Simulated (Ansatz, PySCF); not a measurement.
CH5ClFNSi, SMILES Cl[Si@](C)(N)F. Atoms are numbered in the order given.

```xyz
10

C      1.7288     0.8670     0.5214
Si     0.1078     0.2556    -0.1205
N     -1.0734     1.4830    -0.1628
F      0.3888    -0.4210    -1.5763
Cl    -0.6582    -1.2771     1.0352
H      1.6332     1.2329     1.5546
H      2.1094     1.6914    -0.1041
H      2.4790     0.0617     0.5038
H     -2.0588     1.2579    -0.2544
H     -0.8622     2.3995    -0.5445
```
Charge 0, spin multiplicity 1.

Geometry optimised at r2SCAN-D4/def2-SVP. The structure was generated by enumeration; whether it is a known compound was not checked. One conformer was computed; it need not be the lowest.

Two levels are set side by side: PBE-D3(BJ)/def2-SVP (Ansatz, a quantum-chemistry and plane-wave program) and r2SCAN-D4/def2-SVP (Ansatz). Each level has its own optimised geometry; the coordinates shown are those of the second. Frequencies come from the Hessian of PySCF at each geometry. Differences are taken from unrounded values.

```
quantity                            r2SCAN-D4
----------------------------------  ---------
mean bond length (Å)                    1.398
bond C1–Si2 (Å)                         1.847
bond Si2–N3 (Å)                         1.704
bond Si2–F4 (Å)                         1.630
bond Si2–Cl5 (Å)                        2.067
bond C1–H6 (Å)                          1.100
bond C1–H7 (Å)                          1.103
bond C1–H8 (Å)                          1.101
bond N3–H9 (Å)                          1.015
bond N3–H10 (Å)                         1.015
highest harmonic wavenumber (cm⁻¹)       3687
mean harmonic wavenumber (cm⁻¹)          1234
zero-point energy (kcal/mol)            42.34
```

Question: What does PBE-D3(BJ) give, and how far is it from r2SCAN-D4? (Estimate from the structure and the level; the computed values follow.)

Answer: 
```json
[
 {"quantity": "mean bond length (Å)", "PBE-D3(BJ)": "1.408", "PBE-D3(BJ) minus r2SCAN-D4": "0.010"},
 {"quantity": "bond C1–Si2 (Å)", "PBE-D3(BJ)": "1.860", "PBE-D3(BJ) minus r2SCAN-D4": "0.012"},
 {"quantity": "bond Si2–N3 (Å)", "PBE-D3(BJ)": "1.718", "PBE-D3(BJ) minus r2SCAN-D4": "0.014"},
 {"quantity": "bond Si2–F4 (Å)", "PBE-D3(BJ)": "1.644", "PBE-D3(BJ) minus r2SCAN-D4": "0.014"},
 {"quantity": "bond Si2–Cl5 (Å)", "PBE-D3(BJ)": "2.076", "PBE-D3(BJ) minus r2SCAN-D4": "0.009"},
 {"quantity": "bond C1–H6 (Å)", "PBE-D3(BJ)": "1.107", "PBE-D3(BJ) minus r2SCAN-D4": "0.007"},
 {"quantity": "bond C1–H7 (Å)", "PBE-D3(BJ)": "1.110", "PBE-D3(BJ) minus r2SCAN-D4": "0.007"},
 {"quantity": "bond C1–H8 (Å)", "PBE-D3(BJ)": "1.108", "PBE-D3(BJ) minus r2SCAN-D4": "0.007"},
 {"quantity": "bond N3–H9 (Å)", "PBE-D3(BJ)": "1.023", "PBE-D3(BJ) minus r2SCAN-D4": "0.008"},
 {"quantity": "bond N3–H10 (Å)", "PBE-D3(BJ)": "1.023", "PBE-D3(BJ) minus r2SCAN-D4": "0.008"},
 {"quantity": "highest harmonic wavenumber (cm⁻¹)", "PBE-D3(BJ)": "3594", "PBE-D3(BJ) minus r2SCAN-D4": "-93"},
 {"quantity": "mean harmonic wavenumber (cm⁻¹)", "PBE-D3(BJ)": "1205", "PBE-D3(BJ) minus r2SCAN-D4": "-29"},
 {"quantity": "zero-point energy (kcal/mol)", "PBE-D3(BJ)": "41.36", "PBE-D3(BJ) minus r2SCAN-D4": "-0.98"}
]
```
